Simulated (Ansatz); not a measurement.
Ansatz (an electronic-structure program) input (wB97M-V/def2-TZVPP): A basis named .json is the Basis Set Exchange file of that set (core-valence sets with the plain set on hydrogen).

Ansatz 0.2 input:
```yaml
crystal:
  periodic: [false, false, false]
  atoms:
    - {symbol: H, position_ang: [0.00000000, 0.00000000, 0.00000000]}
basis:
  gaussian:
    orbitals: def2-TZVPP
    fitting: {mean_field: def2-universal-JKFIT.json}
hamiltonian:
  xc: {name: wB97M-V}
magnetization: {spin_polarized: true, initial_magnetization: 1}
scf: {lower_state_search: full}
```

Output:

```
Functional definition: wB97M-V
integrals: 0.00 GiB planned
18 factors; integrals over basis functions are off by at most 1.7e0 eV
integrals: 0.03 GiB planned
18 factors; integrals over basis functions are off by at most 5.2e-4 eV
mean field: 0.05 GiB planned
mean field evaluation 1: about -13.4387 eV, gradient 8.8e-1 eV
mean field evaluation 2: about -13.4394 eV, gradient 8.8e-1 eV
mean field evaluation 4: about -13.4456 eV, gradient 1.5e-2 eV
mean field evaluation 8: about -13.4457 eV, gradient 1.2e-5 eV
mean field evaluation 16: about -13.4457 eV, gradient 1.8e-5 eV
mean field -13.44565017 eV, -0.4941185300 hartree, gradient 1.2e-5 eV, S^2 0.750000; 2 other end points of the search recorded, 0 dependent functions left out
reference -13.44567223 eV, -0.4941193408 hartree; 1, 0 occupied and 13, 14 virtual orbitals, 18 factors
Total energy: -13.44567223 eV, -0.4941193408 hartree
```
